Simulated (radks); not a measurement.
Values are calculated unless marked as measured or tabulated.
Coherent X-ray form factor from a spherical all-electron density. Level of theory: scalar-relativistic Kohn-Sham, BLYP, spin-unpolarised, spherical densities, finite nucleus; Fermi nuclear charge, rms radius of each element as measured or else 0.836 A^(1/3) + 0.57 fm (a radial shooting solver on a logarithmic mesh with Libxc functionals).

sin(theta)/lambda (1/angstrom)  f0 (electrons)
0.05                                    35.298
0.1                                     33.457
0.15                                    31.054
0.2                                     28.603
0.25                                    26.382
0.3                                     24.465
0.4                                     21.367
0.5                                     18.829
0.6                                     16.553
0.8                                     12.636
1                                        9.766
1.25                                     7.578
1.5                                      6.385
2                                        5.059

The species is in the configuration that NIST lists as its ground one. Which atom or ion scatters so?

Answer. Neutral krypton, [Kr]. Extrapolating in s^2 from the first two rows gives f0(0) = 35.9, near the electron count 36; among species with that count, the fall with angle is slower the higher Z, and the table is that of Z = 36; from so few rows the species is fixed only to a neighbour or two.
